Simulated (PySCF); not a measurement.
## Calculated data, C2H5BSi, C2H5AlB, BH2NOSi, AlH2O2 and others

Calculation on a computer-drawn molecule: the log of a Hartree-Fock and frozen-core CCSD(T) single point meant for a local Hartree-Fock minimum, with one planted fault or none, to be diagnosed. Offsets are logged minus clean, where the clean run is the same molecule without the fault. The reference is restricted for singlets and unrestricted otherwise, and also for a bond in bohr or an excited solution. Adding or removing an electron swaps singlet and doublet. The excited solution moves the top pair (singlet) or top alpha electron (doublet) to the lowest empty orbital. Highest occupied and lowest empty are orbital energies over both spins, largest force is the largest gradient component, triples share is (T) over the correlation energy, the T1 limit is 0.02 restricted and 0.045 unrestricted, electrons count all cores, a negative frequency is imaginary (commonest isotopes), and the dipole is about the centre of nuclear charge. Program: PySCF 2.14.0.

Common to all runs: logged SCF converged yes; possible faults no fault, one electron removed, one electron added, multiplicity raised by two, geometry at a saddle point, SCF held on an excited solution, minimal basis STO-3G, one bond length entered in bohr, all coordinates scaled.

```yaml
- entry: 1
  formula: C2H5BSi
  logged_structure:
    atoms_angstrom:
      - [B, -1.0124, -0.6136, 1.4867]
      - [C, -1.8335, -1.7135, 1.4549]
      - [Si, -1.7588, -2.3854, -0.2849]
      - [C, -0.5453, -1.2207, -1.2604]
      - [H, -0.288, 0.3073, 1.4041]
      - [H, -2.4612, -2.2222, 2.1683]
      - [H, -0.8996, -0.1867, -1.3392]
      - [H, 0.473, -1.1968, -0.857]
      - [H, -0.4756, -1.6111, -2.2789]
  given:
    meant_charge: 0
    meant_multiplicity: 1
    meant_basis: "cc-pV(D+d)Z"
    logged_electrons: 37
    logged_basis_functions: 90
    logged_spin_squared: 0.8708
    "logged_highest_occupied [eV]": -0.19442
    "logged_lowest_empty [eV]": 7.4571
    "logged_largest_force [hartree/bohr]": 0.03004
    logged_T1_diagnostic: 0.031103
    logged_D1_diagnostic: 0.11735
    logged_triples_share: 0.038508
    logged_CC_converged: "yes"
    "logged_dipole_magnitude [debye]": 3.1742
    logged_SCF_stable_within_its_kind: "yes"
    "logged_energy_HF [hartree]": -392.15601
    "logged_energy_CCSD(T) [hartree]": -392.67754
    drawn_bonds_atom: [1, 2, 3, 1, 2, 4, 4, 4]
    drawn_bonds_other_atom: [2, 3, 4, 5, 6, 7, 8, 9]
    drawn_bonds_order: [2, 1, 1, 1, 1, 1, 1, 1]
  results:
    planted_fault: "one electron added"
    "HF_energy_offset_from_clean_run [kcal/mol]": 14.46
    "CCSD(T)_energy_offset_from_clean_run [kcal/mol]": 6.597
- entry: 2
  formula: C2H5AlB
  logged_structure:
    atoms_angstrom:
      - [B, -1.7856, -0.8866, 1.3697]
      - [C, -0.6255, -0.6885, 0.6263]
      - [C, -0.2871, -1.2161, -0.7914]
      - [Al, 0.5806, 0.3585, 1.581]
      - [H, -2.7178, -0.9928, 2.076]
      - [H, 0.5983, -1.8498, -0.7743]
      - [H, -0.118, -0.3946, -1.486]
      - [H, -1.8499, -2.3386, -1.5128]
      - [H, 1.604, 1.2255, 2.3476]
  given:
    meant_charge: 1
    meant_multiplicity: 1
    meant_basis: "cc-pV(D+d)Z"
    logged_electrons: 34
    logged_basis_functions: 90
    logged_spin_squared: 0.7297
    "logged_highest_occupied [eV]": -14.445
    "logged_lowest_empty [eV]": -4.6383
    "logged_largest_force [hartree/bohr]": 0.018079
    logged_T1_diagnostic: 0.060987
    logged_D1_diagnostic: 0.2672
    logged_triples_share: 0.045237
    logged_CC_converged: "yes"
    "logged_dipole_magnitude [debye]": 3.9951
    logged_SCF_stable_within_its_kind: "yes"
    "logged_energy_HF [hartree]": -344.81636
    "logged_energy_CCSD(T) [hartree]": -345.264
    drawn_bonds_atom: [1, 2, 2, 1, 3, 3, 3, 4]
    drawn_bonds_other_atom: [2, 3, 4, 5, 6, 7, 8, 9]
    drawn_bonds_order: [2, 1, 1, 1, 1, 1, 1, 1]
  results:
    planted_fault: "one bond length entered in bohr, row 7 of the drawn bonds"
    "HF_energy_offset_from_clean_run [kcal/mol]": 80.58
    "CCSD(T)_energy_offset_from_clean_run [kcal/mol]": 82.72
  notes: ["T1 above single-reference limit"]
- entry: 3
  formula: BH2NOSi
  logged_structure:
    atoms_angstrom:
      - ["N", -1.6454, 0.6897, 0.3462]
      - [Si, -1.0301, -0.4402, -0.7603]
      - [B, 0.9427, 0.2184, -0.6503]
      - [O, 2.0781, 0.5706, -0.6103]
      - [H, -1.1516, 1.4058, 0.8451]
      - [H, -2.6228, 0.6943, 0.5746]
  given:
    meant_charge: 0
    meant_multiplicity: 1
    meant_basis: "cc-pV(D+d)Z"
    logged_electrons: 36
    logged_basis_functions: 75
    logged_spin_squared: 0.0
    "logged_highest_occupied [eV]": -5.9969
    "logged_lowest_empty [eV]": -3.2998
    "logged_largest_force [hartree/bohr]": 0.095663
    logged_CC_converged: "no"
    "logged_dipole_magnitude [debye]": 5.5795
    logged_SCF_stable_within_its_kind: "no"
    "logged_energy_HF [hartree]": -443.86584
    drawn_bonds_atom: [1, 2, 3, 1, 1]
    drawn_bonds_other_atom: [2, 3, 4, 5, 6]
    drawn_bonds_order: [1, 1, 2, 1, 1]
  results:
    planted_fault: "SCF held on an excited solution"
    "HF_energy_offset_from_clean_run [kcal/mol]": 177.9
  notes: ["CCSD not converged"]
- entry: 4
  formula: AlH2O2
  logged_structure:
    atoms_angstrom:
      - [O, 2.1375, -0.7766, 0.4047]
      - [Al, 1.6425, 0.6098, -0.1816]
      - [O, 1.1475, 1.9961, -0.7682]
      - [H, 2.4312, -1.6027, 0.7536]
      - [H, 0.8529, 2.8218, -1.1174]
  given:
    meant_charge: 1
    meant_multiplicity: 1
    meant_basis: "cc-pV(D+d)Z"
    logged_electrons: 30
    logged_basis_functions: 21
    logged_spin_squared: 0.0
    "logged_highest_occupied [eV]": -15.742
    "logged_lowest_empty [eV]": -0.017342
    "logged_largest_force [hartree/bohr]": 0.070824
    logged_T1_diagnostic: 0.023198
    logged_D1_diagnostic: 0.064165
    logged_triples_share: 0.074721
    logged_CC_converged: "yes"
    "logged_dipole_magnitude [debye]": 0.0013423
    logged_SCF_stable_within_its_kind: "yes"
    "logged_energy_HF [hartree]": -387.70463
    "logged_energy_CCSD(T) [hartree]": -387.82547
    drawn_bonds_atom: [1, 2, 1, 3]
    drawn_bonds_other_atom: [2, 3, 4, 5]
    drawn_bonds_order: [1, 1, 1, 1]
  results:
    planted_fault: "minimal basis STO-3G"
    "HF_energy_offset_from_clean_run [kcal/mol]": 3101
    "CCSD(T)_energy_offset_from_clean_run [kcal/mol]": 3298
  notes: ["T1 above single-reference limit"]
- entry: 5
  formula: C2H4BO
  logged_structure:
    atoms_angstrom:
      - [B, -1.2431, 1.3133, 2.0388]
      - [C, -1.6353, 0.2769, 1.1842]
      - [O, -1.8903, -1.0336, 1.4547]
      - [C, -1.4722, -1.4908, 2.6559]
      - [H, -0.911, 2.2393, 2.68]
      - [H, -1.7835, 0.5084, 0.1347]
      - [H, -0.4819, -1.178, 2.979]
      - [H, -1.8167, -2.4918, 2.8733]
  given:
    meant_charge: 0
    meant_multiplicity: 2
    meant_basis: cc-pVDZ
    logged_electrons: 29
    logged_basis_functions: 76
    logged_spin_squared: 1.7212
    "logged_highest_occupied [eV]": -7.2294
    "logged_lowest_empty [eV]": 0.78396
    "logged_largest_force [hartree/bohr]": 0.058635
    "logged_dipole_magnitude [debye]": 0.73653
    logged_SCF_stable_within_its_kind: "no"
    "logged_energy_HF [hartree]": -177.42718
    drawn_bonds_atom: [1, 2, 3, 1, 2, 4, 4]
    drawn_bonds_other_atom: [2, 3, 4, 5, 6, 7, 8]
    drawn_bonds_order: [2, 1, 1, 1, 1, 1, 1]
  results:
    planted_fault: "SCF held on an excited solution"
    "HF_energy_offset_from_clean_run [kcal/mol]": 26.64
  notes: ["coupled-cluster numbers left out as unreliable"]
```
